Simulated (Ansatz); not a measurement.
CH5ClFGaSi can be A, `C[SiH2][Ga]([F])[Cl]`, or B, `F[CH2][GaH][SiH2]Cl`.

Gas-phase electronic energies from Ansatz, PBE0-D4/def2-TZVP geometries. CCSD(T)/CBS is the MP2 limit (def2-TZVPP, def2-QZVPP) plus CCSD(T) − MP2 in def2-TZVPP, frozen cores. DFT in def2-TZVPP. B3LYP here is the variant with VWN-RPA as its local correlation; programs differ in this. For Ga outer-core shells are correlated without core-valence functions, which leaves a few kJ/mol of doubt a bond. Scalar relativity is left out up to krypton. One conformer a species, not always the lowest.

Which is lower in electronic energy at CCSD(T)/CBS, and by how much? (Estimate.)

Computed: A, by 63.5 kcal/mol.

Give E(B) − E(A) in kcal/mol with CCSD(T)/def2-TZVPP, PBE0-D4, PBE-D4, MP2/def2-TZVPP, B3LYP-D4, HF/def2-TZVPP, LDA (SPW92). (Best estimate.)

Computed: CCSD(T)/def2-TZVPP 64.2, PBE0-D4 62.3, PBE-D4 61.3, MP2/def2-TZVPP 66.7, B3LYP-D4 62.6, HF/def2-TZVPP 65.0, LDA (SPW92) 60.4. None reverses the order clearly.

Largest T1 diagnostic: 0.013.

From PBE to PBE0 (25 % exact exchange), in def2-TZVPP and without D4, E(B) − E(A) moves by +1.0 kcal/mol. Leaving LDA and LC-ωPBE aside and taking each functional with its dispersion term where it has one, the values, not all of them listed here, spread over 4.0 kcal/mol, from revPBE-D4 to PBE-QIDH. LDA lies −1.0 kcal/mol from PBE without D4.
